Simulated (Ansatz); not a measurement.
C3H7NSi (`[SiH3]N=C1CC1`), relaxed with RKS PBE0-D4/def2-TZVP in Ansatz from a PBE-D4/def2-SVP geometry. The force threshold is 0.005 eV/Å; the program also tests the step.

Charge 0, multiplicity 1.

Start:

```xyz
12

Si    0.332   -0.948   -2.001
N    -0.105   -1.152   -0.299
C    -0.166   -0.201    0.535
C    -0.432    0.170    1.933
C    -0.022    1.234    0.872
H    -0.797   -1.491   -2.831
H     1.560   -1.777   -2.257
H     0.606    0.482   -2.412
H    -1.477    0.175    2.290
H     0.304   -0.108    2.707
H     0.991    1.669    0.934
H    -0.794    1.946    0.529
```

| step | energy (eV) | largest force (eV/Å) | largest move (Å) |
| --- | --- | --- | --- |
| 1 | -12584.2443 | 0.792 | 0.000 |
| 2 | -12584.3037 | 0.223 | 0.041 |
| 3 | -12584.3104 | 0.110 | 0.025 |
| 4 (rejected) | -12584.3099 | 0.099 | 0.025 |
| 5 | -12584.3107 | 0.008 | 0.012 |
| 6 (rejected) | -12584.3107 | 0.008 | 0.004 |
| 7 | -12584.3107 | 0.004 | 0.002 |
| 8 | -12584.3108 | 0.005 | 0.005 |
| 9 | -12584.3108 | 0.015 | 0.007 |
| 10 | -12584.3108 | 0.010 | 0.006 |
| 11 | -12584.3108 | 0.004 | 0.003 |

End:

```xyz
12

Si    0.329   -0.937   -1.967
N    -0.096   -1.149   -0.292
C    -0.155   -0.211    0.531
C    -0.426    0.167    1.910
C    -0.025    1.215    0.846
H    -0.800   -1.437   -2.791
H     1.533   -1.763   -2.240
H     0.614    0.481   -2.337
H    -1.455    0.169    2.256
H     0.305   -0.083    2.672
H     0.968    1.648    0.914
H    -0.791    1.900    0.498
```

Run time 38 s (4 threads of an Arm Neoverse V1 on a shared host); peak host memory 0.5 GiB.
